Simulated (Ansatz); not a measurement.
`[CH3][Mo](=[O])(=[S])[Cl]` + `CCNN` → `[NH2][Mo](=[O])(=[S])[Cl]` + ethylmethylamine  (formal exchange of groups at a Mo–C bond)

Computed with Ansatz on PBE0-D4/def2-TZVP structures; ΔE is electronic, products minus reactants. CBS: MP2 limit from def2 TZ/QZ plus the TZ coupled-cluster correction, frozen cores. Functionals use def2-TZVPP. B3LYP here is the variant with VWN-RPA as its local correlation; programs differ in this. HSE06 is defined as in plane-wave codes. Elements past krypton have def2 core potentials. For Mo outer-core shells are correlated without core-valence functions, which leaves a few kJ/mol of doubt a bond. Each species was taken in one conformer, which may not be the lowest.

`[CH3][Mo](=[O])(=[S])[Cl]`:

```xyz
8

C    -0.332    0.423    0.991
Mo    0.243   -0.436   -0.820
O    -0.274   -2.013   -0.718
S     2.341   -0.393   -0.782
Cl   -0.641    0.692   -2.548
H     0.023    1.457    1.015
H     0.067   -0.122    1.847
H    -1.427    0.392    1.015
```

`CCNN`:

```xyz
12

C    -0.625    0.536    1.119
C     0.686    0.469    0.350
N     0.590   -0.018   -1.012
N     0.109   -1.345   -1.055
H    -1.074   -0.456    1.211
H    -0.467    0.922    2.129
H    -1.342    1.195    0.619
H     1.392   -0.181    0.874
H     1.141    1.464    0.298
H     0.006    0.608   -1.559
H    -0.904   -1.397   -1.098
H     0.488   -1.797   -1.876
```

`[NH2][Mo](=[O])(=[S])[Cl]`:

```xyz
7

N    -0.588    0.267   -1.025
Mo    0.409   -0.147    0.545
O     2.026    0.075    0.207
S    -0.219    1.146    2.086
Cl    0.051   -2.293    1.156
H    -1.510    0.679   -1.026
H    -0.169    0.273   -1.944
```

`CCNC`:

Cartesian coordinates in Å:
```
C 1.800 -0.155 -0.449
C 0.448 -0.442 0.168
N -0.481 0.639 -0.081
C -1.805 0.381 0.437
H 2.207 0.781 -0.062
H 2.507 -0.959 -0.232
H 1.725 -0.066 -1.537
H 0.552 -0.549 1.254
H 0.069 -1.414 -0.200
H -0.530 0.817 -1.077
H -2.475 1.201 0.171
H -2.252 -0.562 0.079
H -1.766 0.329 1.529
```

**Question.** Is it downhill or uphill in electronic energy at CCSD(T)/CBS, and by how much? (Estimate.)

**Answer.** Ansatz gave: Downhill: ΔE = -1.78 eV.

**Question.** What do these levels give: B97M-V, B3LYP-D4, B2PLYP, BLYP, HSE06, BHLYP, HF/def2-SVP, MP2/def2-TZVPP, CCSD(T)/def2-TZVPP, HF/def2-QZVPP, HF/CBS(def2), CCSD/CBS(def2)? (Estimate.)

**Answer.** Ansatz gave: B97M-V -1.83, B3LYP-D4 -1.81, B2PLYP -1.83, BLYP -1.80, HSE06 -1.76, BHLYP -1.80, HF/def2-SVP -1.80, MP2/def2-TZVPP -1.88, CCSD(T)/def2-TZVPP -1.77, HF/def2-QZVPP -1.78, HF/CBS(def2) -1.78, CCSD/CBS(def2) -1.75 eV.

**Question.** What do rigid-rotor, harmonic-oscillator terms from PBE0-D4/def2-TZVP frequencies (298.15 K, 1 bar) make of the CCSD(T)/CBS value? (An estimate is asked.)

**Answer.** The calculation gave: ΔZPE = +0.03 eV, ΔH = -1.76 eV, ΔS = -5 J/(mol·K), ΔG = -1.74 eV.

Largest T1 diagnostic among the species: 0.025, so the coupled-cluster value is less sure than usual.

At CCSD(T), def2-SVP lies −0.05 eV from the extrapolated value and def2-TZVPP +0.00 eV. Leaving LDA and LC-ωPBE aside and taking each functional with its dispersion term where it has one, the values, not all of them listed here, spread over 0.08 eV, from B2PLYP to ωB97M-V. LDA lies −0.03 eV from PBE without D4.
